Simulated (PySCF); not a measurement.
Working with the constants of Sn2

UHF-CCSD(T) constants of Sn2, ³Σg⁻ (triplet), unpaired electrons π ↑↑ (Sn def2-SVP with ECP28; scalar-relativistic core potentials (PySCF 2.14); masses 119.9022 and 119.9022 u):

```
ωe              : 188.4 cm⁻¹
ωexe            : 0.334 cm⁻¹
Be              : 0.035994 cm⁻¹
αe              : 8.94e-05 cm⁻¹
D (centrifugal) : 5.25e-09 cm⁻¹
De to Sn + Sn   : 1.93 eV
```

**Question.** Give the vibrational terms G(v) and spacings up to v = 6.

**Answer.** G(v) = ωe(v+½) − ωexe(v+½)².

| v | G(v) (cm⁻¹) | G(v) − G(v−1) | Bv (cm⁻¹) |
| --- | --- | --- | --- |
| 0 | 94.1 |  | 0.03595 |
| 1 | 281.8 | 187.7 | 0.03586 |
| 2 | 468.9 | 187.1 | 0.03577 |
| 3 | 655.3 | 186.4 | 0.03568 |
| 4 | 841.0 | 185.7 | 0.03559 |
| 5 | 1026.1 | 185.1 | 0.03550 |
| 6 | 1210.5 | 184.4 | 0.03541 |

**Question.** How well does the Morse estimate ωe²/(4ωexe) reproduce De, and what is D0?

**Answer.** It gives 3.29 eV, 171 % of the computed De. D0 = De − G(0) = 1.93 − 0.01 = 1.92 eV.

Correlated steps freeze 8 core orbitals. Correlated levels converge slowly with the basis: in double zeta they bind strong bonds too weakly, by up to about 1 eV, and carry superposition errors of some tenths. Spin–orbit coupling is left out, which matters for elements this heavy, above all for dissociation energies. The state is the lowest determinant that a PBE0 search found; another state may lie lower at other levels.
